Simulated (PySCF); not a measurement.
Atom-mapped SMILES (the numbers label the heavy atoms): `[O:1]=[C:2]([OH:3])[C:4]([F:5])([F:6])[F:7]`; H(Xn) means a hydrogen on atom n.

[PySCF 2.14.0 with density-fitted response routines: GIAO PBE0/pcSseg-1 shieldings; coordinates at the PBE0-D3(BJ)/def2-SVP level; no solvent; no relativistic terms; averaged over atoms made equivalent by symmetry, fast rotation or ring inversion; one computed conformer]

Referencing at the same level of theory: TMS for ¹³C, ¹H; H2O for ¹⁷O; ¹⁹F vs CFCl3.

| atoms | nucleus | count | Hirshfeld charge | δ (ppm) |
| --- | --- | --- | --- | --- |
| F5/F6/F7 | ¹⁹F | 3 | -0.08 | ? |
| H(O3) | ¹H | 1 | 0.20 | 6.16 |
| O3 | ¹⁷O | 1 | -0.16 | ? |
| C4 | ¹³C | 1 | 0.25 | 119.6 |
| C2 | ¹³C | 1 | 0.19 | 162.3 |
| O1 | ¹⁷O | 1 | -0.24 | 438.5 |

Complete the table.

## Answers


- O3: 201.0 ppm, acid hydroxyl oxygen
- F5/F6/F7: -87.2 ppm, fluorine of a CF3 group

OH and NH positions are those of a molecule without intermolecular hydrogen bonds; in solution they move with solvent, concentration and temperature, and exchange usually removes their couplings. Shifts are as computed. Against solution values, carbons near 30 ppm lie about +2 ppm off and those near 130 ppm about +5 ppm. Of 1211 compounds with measured shifts, 218 miss one by over three times the rms of a fit or turn the order of signals round; such compounds aren't used in these exercises. In solution the two oxygens of a carboxylic acid exchange roles by proton transfer and give one 17O line. Hydrogen bonding in solution shields acid and N–H amide carbonyl oxygens by tens of ppm. Hydrogen bonding in solution deshields acid and N–H amide carbonyl carbons by as much as 10 ppm beyond these values. Unscaled 19F shifts against computed CFCl3 carry errors that often reach 10 to 50 ppm. Unscaled 17O shifts of doubly bonded oxygen tend to come out too high, by tens of ppm or more. Experimental scales use liquid or dissolved standards, which lie at an offset from isolated H2O (liquid H2O: subtract about 36 ppm).
